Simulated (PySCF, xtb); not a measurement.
GeH3, SMILES [GeH3] (connectivity only; charge and spin as stated), charge +1, multiplicity 1.

xtb 6.7.1 with GFN2-xTB at its own geometry gives an orbital gap of 3.81 eV.

Coordinates come from a r2SCAN-D4/def2-TZVPD optimisation. The spin state was assumed, not searched. The isomer is the one that the SMILES or the coordinates give; other isomers of the formula were not compared.

### Question
What does ωB97X/def2-TZVPD run with PySCF give? (The exact figures need the calculation; the answer reports its results.)

### Answer
gap 11.89 eV (levels -19.76 and -7.87 eV).
